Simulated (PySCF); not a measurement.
Job file and geometry (Å, from GFN2-xTB) of an NMR shielding run on SMILES C[Si@@H]1C=CO[C@H]1CCl, C5H9ClOSi, PySCF 2.14.0, density-fitted response routines, GIAO PBE0/pcSseg-1 NMR shielding, non-relativistic, gas phase; density fitting, a coarse starting grid and PySCF grid level 2 are the driver's defaults:

```
$ OMP_NUM_THREADS=1 python probes_run.py task.json out

{"job": {"kind": "nmr", "xc": "PBE0", "basis": "pcSseg-1"}, "charge": 0, "multiplicity": 1}
C     -1.400444    -1.903880     0.499766
Si    -0.517784    -0.244848     0.740538
C     -1.401220     1.312629     0.202987
C     -0.725024     1.875028    -0.802368
O      0.387998     1.320443    -1.312550
C      0.766809     0.097523    -0.668814
C      2.190443     0.263312    -0.166964
Cl     2.691854    -1.226150     0.648300
H     -0.720135    -2.734630     0.661072
H     -1.817274    -1.999354    -0.498940
H     -2.214269    -2.002409     1.210036
H      0.119994    -0.156238     2.059925
H     -2.289392     1.769680     0.595064
H     -0.981401     2.793615    -1.312512
H      0.759762    -0.675601    -1.445259
H      2.893885     0.449067    -0.980067
H      2.249199     1.073844     0.559876
```

Problem. Write the output of this run.

Solution. 
```
coarse grid: 15344 points
cycle   1  E = -1020.0700945779  dE =  1.017e+00  |g| = 5.896e-01  |ddm| = 3.746e+00
cycle   2  E = -1020.0381330256  dE =  3.196e-02  |g| = 7.215e-01  |ddm| = 9.723e-01
cycle   3  E = -1020.1445934467  dE = -1.065e-01  |g| = 8.898e-02  |ddm| = 5.640e-01
cycle   4  E = -1020.1458793098  dE = -1.286e-03  |g| = 3.600e-02  |ddm| = 8.243e-02
cycle   5  E = -1020.1461141940  dE = -2.349e-04  |g| = 1.311e-02  |ddm| = 3.518e-02
cycle   6  E = -1020.1461515102  dE = -3.732e-05  |g| = 4.294e-03  |ddm| = 1.469e-02
cycle   7  E = -1020.1461560948  dE = -4.585e-06  |g| = 9.438e-04  |ddm| = 4.641e-03
final grid: 139272 points
cycle   8  E = -1020.2029410393  dE = -3.397e-05  |g| = 1.175e-02  |ddm| = 2.781e-02
cycle   9  E = -1020.2029102066  dE =  3.083e-05  |g| = 1.743e-02  |ddm| = 1.870e-02
cycle  10  E = -1020.2029674256  dE = -5.722e-05  |g| = 2.326e-03  |ddm| = 1.200e-02
cycle  11  E = -1020.2029685799  dE = -1.154e-06  |g| = 4.954e-04  |ddm| = 2.364e-03
cycle  12  E = -1020.2029686346  dE = -5.469e-08  |g| = 1.482e-04  |ddm| = 5.633e-04
cycle  13  E = -1020.2029686400  dE = -5.412e-09  |g| = 3.602e-05  |ddm| = 1.483e-04
cycle  14  E = -1020.2029686403  dE = -3.067e-10  |g| = 7.538e-06  |ddm| = 3.651e-05
converged SCF energy = -1020.2029686403

GIAO shielding tensors (ppm)
atom      isotropic    diamagn.    paramagn.     s11        s22        s33       span
  0 C      188.266     253.292     -65.025    182.588    189.169    193.042     10.454
  1 Si     352.888     881.052    -528.164    312.572    359.379    386.713     74.141
  2 C       92.305     263.040    -170.735     -8.766    118.925    166.755    175.521
  3 C       16.895     250.948    -234.053    -96.453     57.465     89.673    186.126
  4 O      162.248     397.314    -235.065     75.447    180.490    230.808    155.361
  5 C      111.249     252.932    -141.683     74.395     93.866    165.487     91.092
  6 C      138.281     246.764    -108.482    111.954    135.205    167.685     55.731
  7 Cl     893.530    1146.849    -253.320    757.529    848.070   1074.990    317.460
  8 H       31.267      30.126       1.141     26.239     29.845     37.717     11.478
  9 H       31.483      30.996       0.487     27.083     29.254     38.111     11.028
 10 H       31.266      28.819       2.447     26.560     28.040     39.199     12.639
 11 H       26.619      29.483      -2.864     23.465     25.936     30.457      6.992
 12 H       26.928      31.369      -4.441     25.648     26.987     28.151      2.503
 13 H       24.671      29.250      -4.578     21.751     24.585     27.679      5.928
 14 H       27.718      32.809      -5.090     25.155     27.996     30.004      4.849
 15 H       27.635      28.705      -1.071     21.474     27.343     34.088     12.614
 16 H       28.347      29.704      -1.357     23.633     28.062     33.346      9.713
```

Problem. Turn these shieldings into chemical shifts. δ = σ(ref) − σ, references computed at the same level: TMS for $^{13}$C (σ = 186.93 ppm) and $^{29}$Si (σ = 349.16 ppm) and $^{1}$H (σ = 31.72 ppm); $^{17}$O (σ = 336.08 ppm) against H2O; $^{35}$Cl (σ = 949.78 ppm) against HCl.

Solution. Averaging equivalent atoms: C 3: 170.0; C 2: 94.6; C 5: 75.7; C 6: 48.6; C 0: -1.3; Si 1: -3.7; O 4: 173.8; Cl 7: 56; H 13: 7.05; H 11: 5.10; H 12: 4.79; H 15: 4.08; H 14: 4.00; H 16: 3.37; H 8/9/10: 0.38 ppm. Experimental scales use liquid or dissolved standards, which lie at an offset from isolated H2O (liquid H2O: subtract about 36 ppm).

Size and cost of the density-fitted run: 195 basis functions, 110 s wall time (81 s CPU) on 1 thread of an AMD EPYC, shared host; peak memory 0.86 GiB.
